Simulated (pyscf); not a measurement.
# HS–GeH₂–Cl, singlet

Gas-phase minimum from PySCF at ωB97X-D3(BJ)/def2-SVP, one conformer. 

```
Ge
H 1 1.5276
H 1 1.5296 2 114.01
Cl 1 2.1590 2 108.06 3 117.97
S 1 2.2005 2 106.84 3 -123.45
H 5 1.3475 1 94.32 2 173.46
```
Charge 0, spin multiplicity 1.

Properties at ωB97X-D3(BJ)/def2-SVP:

- Harmonic wavenumbers, unscaled: 132, 193, 425, 446, 472, 664, 783, 827, 873, 2219, 2237, 2761 cm⁻¹
- Zero-point energy: 17.2 kcal/mol
- Rotational symmetry number: 1
- Entropy of this conformer at 298 K and 1 atm, rigid rotor and harmonic oscillator, modes under 100 cm⁻¹ raised to 100: 317.7 J/(mol K)
- Dipole moment: 1.72 D

Single-point totals, which compare only within one level (frozen core for MP2 and CC):

```tsv
level	total energy (hartree)
ωB97X-D3(BJ)/def2-TZVP	-2937.27214
PBE/def2-TZVP	-2936.60939
r²SCAN/def2-TZVP	-2937.22337
B3LYP-D3(BJ)/def2-TZVP	-2937.38040
PBE0-D3(BJ)/def2-TZVP	-2936.74189
M06-2X/def2-TZVP	-2937.25756
ωB97M-D3(BJ)/def2-TZVP	-2937.40752
HF/def2-TZVPP	-2934.24125
MP2/def2-TZVPP	-2934.86441
CCSD/def2-TZVPP	-2934.90435
CCSD(T)/def2-TZVPP	-2934.93170
```

Soft torsions are taken as harmonic, which can shift the entropy by several J/(mol K). The CCSD(T) − MP2 part came from Ansatz, without density fitting, on the same reference. The frozen core leaves the outer d or s,p core shells of the metals and heavy elements correlated in the MP2 and CC values, and def2-TZVPP describes them poorly, so these totals are far from the basis limit. Elements up to Kr have no core potential and no relativistic terms here.
